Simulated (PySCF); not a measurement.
C5H15BSi (SMILES CB(C)[Si](C)(C)C), singlet, at a GFN2-xTB geometry; CASSCF(4,3)/STO-3G run with PySCF.

Here is a job for PySCF.
```python
from pyscf import gto, scf, mcscf, mp
import numpy

mol = gto.Mole()
mol.atom = '''
    B     0.79056074   -0.38128774    1.03794426
    C     0.52667659   -1.72589172    1.81501761
    H     0.21843946   -2.54601419    1.16942588
    H    -0.30984664   -1.55722824    2.49643245
    H     1.36014107   -2.06780651    2.42619404
    C     1.97306148    0.54405040    1.51521044
    H     2.82047069    0.36977897    0.84894732
    H     2.32608897    0.34517215    2.52561170
    H     1.75172822    1.60680252    1.43494717
    Si   -0.35232978    0.15855149   -0.48657683
    C     0.59646219    1.14043179   -1.83610023
    C    -1.78181476    1.30585826    0.09305236
    C    -1.19024844   -1.31017131   -1.39392390
    H    -0.06001500    1.45043930   -2.64359275
    H     1.05060213    2.03615777   -1.42315177
    H     1.39248857    0.54479376   -2.27362527
    H    -1.39782649    2.20149610    0.57242130
    H    -2.42525724    0.80326061    0.80923333
    H    -2.40237922    1.62057654   -0.74044343
    H    -1.82785136   -1.87538200   -0.72053387
    H    -0.45332043   -1.99810112   -1.79859859
    H    -1.80847199   -0.97289256   -2.22045097
'''
mol.basis = 'sto-3g'
mol.verbose = 4
mol.build()

mf = scf.RHF(mol)
mf.kernel()
mc = mcscf.CASSCF(mf, 3, 4)
mc.fix_spin_(ss=0.0)
noons, natorbs = mcscf.addons.make_natural_orbitals(mp.MP2(mf).run())
mc.kernel(natorbs)
occ = numpy.linalg.eigvalsh(mc.fcisolver.make_rdm1(mc.ci, mc.ncas, mc.nelecas))[::-1]
ss = mc.fcisolver.spin_square(mc.ci, mc.ncas, mc.nelecas)[0]
print('natural occupations', occ.round(4), ' <S^2>', round(ss, 4))
```

Question: Predict the main parts of the log of this PySCF run.

Answer: 
```
PySCF version 2.14.0

[INPUT] verbose = 4
[INPUT] num. atoms = 22
[INPUT] num. electrons = 64
[INPUT] charge = 0
[INPUT] spin (= nelec alpha-beta = 2S) = 0
[INPUT] symmetry False subgroup None
[INPUT] Mole.unit = angstrom
[INPUT] Symbol           X                Y                Z      unit          X                Y                Z       unit  Magmom
[...]
nuclear repulsion = 365.344304763634
number of shells = 38
number of NR pGTOs = 162
number of NR cGTOs = 54
basis = sto-3g
ecp = {}

******** <class 'pyscf.scf.hf.RHF'> ********
method = RHF
initial guess = minao
damping factor = 0
level_shift factor = 0
DIIS = <class 'pyscf.scf.diis.CDIIS'>
diis_start_cycle = 1
diis_space = 8
diis_damp = 0
SCF conv_tol = 1e-09
SCF conv_tol_grad = None
SCF max_cycles = 50
direct_scf = True
direct_scf_tol = 1e-13
Set gradient conv threshold to 3.16228e-05
Initial guess from minao.
init E= -506.266184542014
[...]
cycle= 1 E= -505.771212452352  delta_E= 0.495  |g|= 0.32  |ddm|= 5.13
[...]
cycle= 2 E= -505.81600401524  delta_E= -0.0448  |g|= 0.0753  |ddm|= 0.621
[...]
cycle= 3 E= -505.818946216025  delta_E= -0.00294  |g|= 0.0186  |ddm|= 0.162
[...]
cycle= 4 E= -505.819100869083  delta_E= -0.000155  |g|= 0.00188  |ddm|= 0.0401
[...]
cycle= 5 E= -505.819103097585  delta_E= -2.23e-06  |g|= 0.000435  |ddm|= 0.00348
[...]
cycle= 6 E= -505.819103252378  delta_E= -1.55e-07  |g|= 7.63e-05  |ddm|= 0.00103
[...]
cycle= 7 E= -505.819103257629  delta_E= -5.25e-09  |g|= 2.25e-05  |ddm|= 0.000175
[...]
cycle= 8 E= -505.81910325817  delta_E= -5.41e-10  |g|= 8.62e-06  |ddm|= 5.24e-05
[...]
Extra cycle  E= -505.819103258248  delta_E= -7.87e-11  |g|= 4.57e-06  |ddm|= 1.63e-05
converged SCF energy = -505.819103258248

******** <class 'pyscf.mp.mp2.RMP2'> ********
nocc = 32, nmo = 54
E(RMP2) = -506.154397985378  E_corr = -0.335294727129476
E(SCS-RMP2) = -506.190439649864  E_corr = -0.371336391615296
E_corr(same-spin) = -0.0357891703154717
E_corr(oppo-spin) = -0.299505556814004

******** <class 'pyscf.mcscf.mc1step.CASSCF'> ********
CAS (2e+2e, 3o), ncore = 30, nvir = 21
max_cycle_macro = 50
max_cycle_micro = 4
conv_tol = 1e-07
conv_tol_grad = None
orbital rotation max_stepsize = 0.02
orbital rotation threshold for CI restart = 0.01
augmented hessian ah_max_cycle = 30
augmented hessian ah_conv_tol = 1e-12
augmented hessian ah_linear dependence = 1e-14
augmented hessian ah_level shift = 1e-08
augmented hessian ah_start_tol = 2.5
augmented hessian ah_start_cycle = 3
[...]
CASCI E = -505.822616723546  S^2 = 0.0000000
[...]
macro iter  15 (  7 JK    2 micro), CASSCF E = -505.832707850379  dE = -3.08156826e-05  S^2 = 0.0000000
               |grad[o]|=0.000597  |grad[c]|=0.00232  |ddm|=0.000247  |maxRot[o]|=0.0699
macro iter  16 (  7 JK    2 micro), CASSCF E = -505.832739659481  dE = -3.18091023e-05  S^2 = 0.0000000
               |grad[o]|=0.000571  |grad[c]|=0.0027  |ddm|=0.000257  |maxRot[o]|=0.0699
macro iter  17 (  7 JK    2 micro), CASSCF E = -505.832771346757  dE = -3.16872757e-05  S^2 = 0.0000000
               |grad[o]|=0.000544  |grad[c]|=0.00304  |ddm|=0.00026  |maxRot[o]|=0.0699
macro iter  18 (  7 JK    2 micro), CASSCF E = -505.832801733950  dE = -3.03871932e-05  S^2 = 0.0000000
               |grad[o]|=0.000513  |grad[c]|=0.00328  |ddm|=0.000258  |maxRot[o]|=0.0699
macro iter  19 (  7 JK    2 micro), CASSCF E = -505.832829628557  dE = -2.78946062e-05  S^2 = 0.0000000
               |grad[o]|=0.000478  |grad[c]|=0.0034  |ddm|=0.00025  |maxRot[o]|=0.0699
macro iter  20 (  7 JK    2 micro), CASSCF E = -505.832853858434  dE = -2.42298771e-05  S^2 = 0.0000000
               |grad[o]|=0.000433  |grad[c]|=0.00338  |ddm|=0.000237  |maxRot[o]|=0.0699
macro iter  21 (  7 JK    2 micro), CASSCF E = -505.832873300363  dE = -1.94419297e-05  S^2 = 0.0000000
               |grad[o]|=0.000376  |grad[c]|=0.00322  |ddm|=0.000221  |maxRot[o]|=0.0699
macro iter  22 (  7 JK    2 micro), CASSCF E = -505.832886909394  dE = -1.36090306e-05  S^2 = 0.0000000
               |grad[o]|=0.000303  |grad[c]|=0.00297  |ddm|=0.000198  |maxRot[o]|=0.0699
macro iter  23 (  7 JK    2 micro), CASSCF E = -505.832893754000  dE = -6.84460611e-06  S^2 = 0.0000000
               |grad[o]|=0.000208  |grad[c]|=0.00266  |ddm|=0.000196  |maxRot[o]|=0.0699
macro iter  24 (  3 JK    1 micro), CASSCF E = -505.832894358658  dE = -6.04657714e-07  S^2 = 0.0000000
               |grad[o]|=8.55e-05  |grad[c]|=0.000206  |ddm|=3.26e-05  |maxRot[o]|= 0.02
macro iter  25 (  3 JK    1 micro), CASSCF E = -505.832894418433  dE = -5.97750613e-08  S^2 = 0.0000000
               |grad[o]|=3.12e-05  |grad[c]|=3.89e-05  |ddm|=1.11e-05  |maxRot[o]|=0.00845
1-step CASSCF converged in  25 macro (248 JK  61 micro) steps
CASSCF canonicalization
Density matrix diagonal elements [1.99955407 1.97809091 0.02235502]
CASSCF energy = -505.832894418433
CASCI E = -505.832894418433  E(CI) = -4.16307901302935  S^2 = 0.0000000
natural occupations [1.9996 1.9782 0.0223]  <S^2> 0.0
```
